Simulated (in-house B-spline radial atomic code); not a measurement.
## RPA and G0W0 on PBE0: Te XLIII (Te42+)

Configuration [He] 2s2 2p6, mean-field start PBE0. Computed with a B-spline radial code for spherical atoms: all electrons, non-relativistic, point nucleus, each spin shell either full or empty, empty states to l = 9 with an (l + 1/2)⁻⁴ tail; G0W0 by contour deformation at full frequency.

Without relativity these are model numbers: it shifts the levels of so heavy an element strongly and can reorder them.

Command:
```bash
python run_gw.py task.json out
```
Settings (radii: box in bohr, nucleus in fm):
```
Z                        52
electrons                10
configuration            [He] 2s2 2p6
hamiltonian              nr
method                   pbe0
lmax                     9
spin_polarised           False
box_radius               2.38
intervals                46
```

Time taken, with all properties: 0.8 s on 1 thread of Arm Neoverse N1 (shared host).

Energies (hartree):

```json
{"term": "mean-field total", "value": "-4967.27955"}
{"term": "Hartree-Fock functional on these orbitals", "value": "-4967.50640"}
{"term": "direct second order", "value": "-0.6526"}
{"term": "second-order exchange", "value": "0.22777"}
{"term": "SOSEX correction", "value": "0.22463"}
```

**Question.** What is the RPA correlation energy, and what remains with SOSEX?

**Answer.** RPA gives -0.63956 hartree (-1.74 eV per electron); RPA + SOSEX gives -0.41493, and the second-order doubles -0.42483 hartree (no singles). RPA lacks exchange-type terms and so overcorrelates at short range.

Quasi-particle levels (eV):

```
level  occupied  mean field  Σx - vxc     Σc  QP weight       G0W0
   2p       yes    -6921.77    -82.02      ?          ?          ?
   2s       yes    -7166.89    -98.68   3.53      0.999   -7262.04
   1s       yes   -33254.44   -276.49  22.59      0.995  -33508.35
   3s        no    -2965.43     27.91  -0.96      1.000   -2938.48
```

G0W0 = mean field + (Σx - vxc) + Σc, with Σc (partial-wave tail included) taken at the quasi-particle energy.

**Question.** Where does G0W0 put 2p?

**Answer.** At -7001.98 eV, with Σc = 1.82 eV and a quasi-particle weight of 0.999. The tabulated removal energy is 7022 ± 4 eV (NIST, tabulated theory); the calculation leaves out relativity, Breit and QED terms, and what these don't explain is the method's own error.
